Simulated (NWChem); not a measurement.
System: C₂H₄F₂OSi; SMILES O=C[SiH2]C(F)F

The following NWChem deck was run.

```
start job
memory heap 200 mb stack 900 mb global 1100 mb
geometry units angstroms noautosym nocenter noautoz
  O      0.824718    -2.172279    -0.675776
  C      0.003857    -2.011814     0.194390
  Si    -0.965559    -0.339885     0.246444
  C      0.321286     0.988651    -0.271177
  F     -0.279199     2.194422    -0.436831
  F      1.246341     1.107024     0.718809
  H     -0.192529    -2.828024     0.942788
  H     -1.513199    -0.024920     1.596025
  H     -2.057022    -0.405518    -0.768374
  H      0.855979     0.733788    -1.204414
end
basis spherical
  * library 6-31g*
end
dft
  xc hfexch
  iterations 150
end
property
  shielding
end
task dft property
```

Output (shortened):

```
             Northwest Computational Chemistry Package (NWChem) 7.3.0
             --------------------------------------------------------

                             Geometry "geometry" -> ""
                             -------------------------

 Output coordinates in angstroms (scale by  1.889725989 to convert to a.u.)

  No.       Tag          Charge          X              Y              Z
 ---- ---------------- ---------- -------------- -------------- --------------
    1 O                    8.0000     0.82471800    -2.17227900    -0.67577600
    2 C                    6.0000     0.00385700    -2.01181400     0.19439000
    3 Si                  14.0000    -0.96555900    -0.33988500     0.24644400
    4 C                    6.0000     0.32128600     0.98865100    -0.27117700
    5 F                    9.0000    -0.27919900     2.19442200    -0.43683100
    6 F                    9.0000     1.24634100     1.10702400     0.71880900
    7 H                    1.0000    -0.19252900    -2.82802400     0.94278800
    8 H                    1.0000    -1.51319900    -0.02492000     1.59602500
    9 H                    1.0000    -2.05702200    -0.40551800    -0.76837400
   10 H                    1.0000     0.85597900     0.73378800    -1.20441400

 Effective nuclear repulsion energy (a.u.)     295.1033178217

  xc_inp: hfexch multiplicative factor not found.
                              NWChem Property Module
                              ----------------------

  itol2e modified to match energy
  convergence criterion.

                                 NWChem DFT Module
                                 -----------------

 Summary of "ao basis" -> "ao basis" (spherical)
 ------------------------------------------------------------------------------
       Tag                 Description            Shells   Functions and Types
 ---------------- ------------------------------  ------  ---------------------
 O                           6-31g*                  6       14   3s2p1d
 C                           6-31g*                  6       14   3s2p1d
 Si                          6-31g*                  8       18   4s3p1d
 F                           6-31g*                  6       14   3s2p1d
 H                           6-31g*                  2        2   2s

  itol2e modified to match energy
  convergence criterion.

            General Information
            -------------------
          SCF calculation type: DFT
          Wavefunction type:  closed shell.
          No. of atoms     :    10
          No. of electrons :    56
           Alpha electrons :    28
            Beta electrons :    28
          Charge           :     0
          Spin multiplicity:     1
          Use of symmetry is: off; symmetry adaption is: off
          Maximum number of iterations: 150
          AO basis - number of functions:    96
                     number of shells:    46
          Convergence on energy requested:  1.00D-07
          Convergence on density requested:  1.00D-05
          Convergence on gradient requested:  5.00D-04

              XC Information
              --------------
                     Hartree-Fock (Exact) Exchange  1.000

      Superposition of Atomic Density Guess
      -------------------------------------

 Sum of atomic energies:        -639.62976225

      Non-variational initial energy
      ------------------------------

 Total energy =    -641.549075
 1-e energy   =   -1473.056754
 2-e energy   =     536.404361
 HOMO         =      -0.261384
 LUMO         =      -0.047536

   convergence    iter        energy       DeltaE   RMS-Dens  Diis-err
 ---------------- ----- ----------------- --------- --------- ---------
 d= 0,ls=0.0,diis     1   -640.5124885697 -9.36D+02  9.05D-03  1.23D+00
 d= 0,ls=0.0,diis     2   -640.6117113608 -9.92D-02  3.91D-03  6.25D-01
 d= 0,ls=0.0,diis     3   -640.6685222052 -5.68D-02  1.11D-03  1.19D-02
 d= 0,ls=0.0,diis     4   -640.6708871057 -2.36D-03  4.94D-04  2.68D-03
 d= 0,ls=0.0,diis     5   -640.6713233961 -4.36D-04  1.85D-04  2.09D-04
  Resetting Diis
 d= 0,ls=0.0,diis     6   -640.6713886865 -6.53D-05  1.15D-04  6.07D-05
 d= 0,ls=0.0,diis     7   -640.6714067770 -1.81D-05  2.37D-05  5.77D-06
 d= 0,ls=0.0,diis     8   -640.6714080439 -1.27D-06  1.04D-05  1.30D-06
 d= 0,ls=0.0,diis     9   -640.6714084489 -4.05D-07  1.54D-05  8.84D-07
 d= 0,ls=0.0,diis    10   -640.6714087067 -2.58D-07  2.32D-06  2.01D-08
 d= 0,ls=0.0,diis    11   -640.6714087152 -8.50D-09  1.26D-06  3.70D-09

         Total DFT energy =     -640.671408715196
      One electron energy =    -1475.109124692078
           Coulomb energy =      599.941494732641
    Exchange-Corr. energy =      -60.607096577473
 Nuclear repulsion energy =      295.103317821713

 Numeric. integr. density =        0.000000000000

                       DFT Final Molecular Orbital Analysis
                       ------------------------------------

 Vector   26  Occ=2.000000D+00  E=-5.064167D-01
              MO Center= -1.2D+00, -5.1D-01,  2.0D-01, r^2= 3.2D+00
   Bfn.  Coefficient  Atom+Function         Bfn.  Coefficient  Atom+Function
  ----- ------------  ---------------      ----- ------------  ---------------
    37      0.357886   3 Si pz               94     -0.283744   9 H  s
    92      0.271157   8 H  s                93     -0.222779   9 H  s
    91      0.213258   8 H  s                 3     -0.165055   1 O  px
    33     -0.144904   3 Si pz                7     -0.120044   1 O  px
     5     -0.117554   1 O  pz                9     -0.086824   1 O  pz

 Vector   27  Occ=2.000000D+00  E=-4.623517D-01
              MO Center= -1.0D-01,  5.6D-01, -7.5D-02, r^2= 2.8D+00
   Bfn.  Coefficient  Atom+Function         Bfn.  Coefficient  Atom+Function
  ----- ------------  ---------------      ----- ------------  ---------------
    35      0.304916   3 Si px               49     -0.277115   4 C  px
    51      0.196884   4 C  pz               77      0.195105   6 F  px
    52      0.192863   4 C  s                50     -0.179860   4 C  py
    96     -0.171213  10 H  s                81      0.164126   6 F  px
    36      0.163105   3 Si py               63      0.162294   5 F  px

 Vector   28  Occ=2.000000D+00  E=-4.063655D-01
              MO Center=  1.4D-01, -1.8D+00, -7.0D-02, r^2= 2.6D+00
   Bfn.  Coefficient  Atom+Function         Bfn.  Coefficient  Atom+Function
  ----- ------------  ---------------      ----- ------------  ---------------
     4      0.429685   1 O  py                8      0.362518   1 O  py
    36      0.287497   3 Si py               18     -0.253126   2 C  py
    90      0.245252   7 H  s                89      0.190012   7 H  s
    20     -0.182786   2 C  s                22     -0.141288   2 C  py
     5     -0.138213   1 O  pz               35     -0.118557   3 Si px

[...]

          -----------------------------------------
          Chemical Shielding Tensors (GIAO, in ppm)
          -----------------------------------------

                                NWChem CPHF Module
                                ------------------

  scftype          =     RHF
  nclosed          =       28
  nopen            =        0
  variables        =     1904
  # of vectors     =        3
  tolerance        = 0.10D-03
  level shift      = 0.00D+00
  max iterations   =       50
  max subspace     =       30

 SCF residual:    4.0208386521231293E-005

Iterative solution of linear equations
  No. of variables     1904
  No. of equations        3
  Maximum subspace       30
        Iterations       50
       Convergence  1.0D-04

   iter   nsub   residual    time
   ----  ------  --------  ---------
     1      3    1.28D+00      81.1
     2      6    7.40D-01      86.5
     3      9    1.28D-01      92.1
     4     12    3.60D-02      97.5
     5     15    7.61D-03     102.8
     6     18    1.11D-03     108.1
     7     21    2.56D-04     113.4
     8     24    4.64D-05     117.5

      Atom:    1  O
        Diamagnetic
    400.7855     -1.6508    -12.8429
     -1.6508    387.8004      4.2937
    -12.8429      4.2937    401.9822

        Paramagnetic
   -874.9959    280.3357    919.9916
    280.3357   -803.3452    209.7602
    919.9916    209.7602  -1145.6821

        Total Shielding Tensor
   -474.2105    278.6849    907.1487
    278.6849   -415.5448    214.0539
    907.1487    214.0539   -743.6999

           isotropic =    -544.4850
          anisotropy =   -1472.9269

          Principal Components and Axis System
                 1           2           3
            -1526.4363   -557.3518    450.3330

      1        -0.6557     -0.2720      0.7043
      2         0.0191      0.9266      0.3756
      3         0.7547     -0.2597      0.6024

      Atom:    2  C
        Diamagnetic
    250.5303     -7.6754    -10.8516
     -7.6754    255.3135     -0.9817
    -10.8516     -0.9817    249.7615

        Paramagnetic
   -228.6626     40.0661    114.0258
     40.0661   -309.4735     77.4661
    114.0258     77.4661   -291.2426

        Total Shielding Tensor
     21.8677     32.3907    103.1742
     32.3907    -54.1600     76.4844
    103.1742     76.4844    -41.4812

           isotropic =     -24.5911
          anisotropy =    -178.8137

          Principal Components and Axis System
                 1           2           3
             -143.8002    127.4517    -57.4248

      1        -0.3765      0.7037     -0.6026
      2        -0.5188      0.3787      0.7664
      3         0.7675      0.6012      0.2225

      Atom:    3  Si
        Diamagnetic
    879.2864      0.3272     -1.0102
      0.3272    883.1595     -0.6251
     -1.0102     -0.6251    874.4494

        Paramagnetic
   -401.2142     14.5123    -25.2931
     14.5123   -390.6974      0.8659
    -25.2931      0.8659   -380.2682

        Total Shielding Tensor
    478.0722     14.8394    -26.3033
     14.8394    492.4621      0.2408
    -26.3033      0.2408    494.1812

           isotropic =     488.2385
          anisotropy =      43.1617

          Principal Components and Axis System
                 1           2           3
              517.0130    493.0712    454.6313

      1        -0.6126      0.0282      0.7899
      2        -0.3634      0.8774     -0.3132
      3         0.7019      0.4789      0.5272

      Atom:    4  C
        Diamagnetic
    240.6098     -1.6071      7.1425
     -1.6071    245.6266     -2.4135
      7.1425     -2.4135    235.1432

        Paramagnetic
   -136.3349     -1.7914      0.7646
     -1.7914   -149.3339     -9.3142
      0.7646     -9.3142   -144.8542

        Total Shielding Tensor
    104.2749     -3.3984      7.9072
     -3.3984     96.2927    -11.7277
      7.9072    -11.7277     90.2889

           isotropic =      96.9522
          anisotropy =      23.5461

          Principal Components and Axis System
                 1           2           3
              112.6496     97.8230     80.3839

      1        -0.6907      0.6981     -0.1887
      2         0.5106      0.6556      0.5563
      3        -0.5121     -0.2878      0.8093

      Atom:    5  F
        Diamagnetic
    471.0207     -9.4749      2.3773
     -9.4749    484.8401     -4.0309
      2.3773     -4.0309    463.0030

        Paramagnetic
   -108.5724      7.2292    114.0219
      7.2292   -100.5518     38.0323
    114.0219     38.0323    -51.2063

        Total Shielding Tensor
    362.4484     -2.2457    116.3992
     -2.2457    384.2883     34.0014
    116.3992     34.0014    411.7967

           isotropic =     386.1778
          anisotropy =     187.4204

          Principal Components and Axis System
                 1           2           3
              511.1247    383.8092    263.5994

      1         0.6026     -0.2732      0.7498
      2         0.1967      0.9614      0.1923
      3         0.7735     -0.0316     -0.6331

      Atom:    6  F
        Diamagnetic
    475.4052      2.2180     12.8785
      2.2180    466.7503     -0.2594
     12.8785     -0.2594    476.2592

        Paramagnetic
   -119.2852    -64.9888     41.4088
    -64.9888      3.6505     28.0487
     41.4088     28.0487   -155.7482

        Total Shielding Tensor
    356.1200    -62.7708     54.2872
    -62.7708    470.4008     27.7894
     54.2872     27.7894    320.5111

           isotropic =     382.3439
          anisotropy =     173.8158

          Principal Components and Axis System
                 1           2           3
              498.2211    385.4085    263.4022

      1        -0.3968      0.6759     -0.6210
      2         0.9176      0.2757     -0.2863
      3         0.0223      0.6835      0.7296

      Atom:    7  H
        Diamagnetic
     22.1948      1.4147     -3.3418
      1.4147     32.9507     -8.9156
     -3.3418     -8.9156     29.3021

        Paramagnetic
     -2.1015     -2.7343      6.1335
     -2.7343     -9.2910      9.7527
      6.1335      9.7527    -11.3326

        Total Shielding Tensor
     20.0933     -1.3196      2.7917
     -1.3196     23.6597      0.8371
      2.7917      0.8371     17.9695

           isotropic =      20.5742
          anisotropy =       5.2832

          Principal Components and Axis System
                 1           2           3
               24.0963     21.8462     15.7800

      1        -0.3248      0.7526     -0.5728
      2         0.9456      0.2705     -0.1809
      3        -0.0188      0.6004      0.7995

      Atom:    8  H
        Diamagnetic
     26.7703     -0.6431     -5.8920
     -0.6431     25.4717      2.0092
     -5.8920      2.0092     33.4663

        Paramagnetic
      0.0870      1.4296      3.1388
      1.4296      0.7505     -1.9789
      3.1388     -1.9789     -2.7026

        Total Shielding Tensor
     26.8574      0.7864     -2.7532
      0.7864     26.2222      0.0303
     -2.7532      0.0303     30.7637

           isotropic =      27.9477
          anisotropy =       6.3859

          Principal Components and Axis System
                 1           2           3
               32.2050     26.6278     25.0104

      1        -0.4636      0.4314      0.7740
      2        -0.0565      0.8574     -0.5116
      3         0.8843      0.2809      0.3731

      Atom:    9  H
        Diamagnetic
     32.5948      0.6091      6.7501
      0.6091     25.1636      0.3357
      6.7501      0.3357     27.8208

        Paramagnetic
     -2.5744      0.2840     -4.0006
      0.2840      1.2475      0.0362
     -4.0006      0.0362      0.7795

        Total Shielding Tensor
     30.0203      0.8931      2.7495
      0.8931     26.4111      0.3719
      2.7495      0.3719     28.6002

           isotropic =      28.3439
          anisotropy =       5.9317

          Principal Components and Axis System
                 1           2           3
               32.2983     26.6370     26.0963

      1         0.7849     -0.4360     -0.4402
      2         0.1569     -0.5475      0.8220
      3         0.5994      0.7143      0.3613

      Atom:   10  H
        Diamagnetic
     23.9978     -2.0326     -6.5957
     -2.0326     24.4703      2.9770
     -6.5957      2.9770     33.0381

        Paramagnetic
      1.5417      0.2811      4.7362
      0.2811      0.5967     -2.1735
      4.7362     -2.1735     -4.7823

        Total Shielding Tensor
     25.5396     -1.7515     -1.8595
     -1.7515     25.0670      0.8035
     -1.8595      0.8035     28.2558

           isotropic =      26.2874
          anisotropy =       5.1507

          Principal Components and Axis System
                 1           2           3
               29.7213     25.7060     23.4350

      1        -0.4946      0.4995      0.7112
      2         0.3253     -0.6525      0.6844
      3         0.8059      0.5699      0.1603
```

Level: Hartree-Fock/6-31G* (spherical d), GIAO. Structure relaxed at the PBE0/def2-SVP level. The printed shielding anisotropy is the first printed principal value minus the mean of the other two.
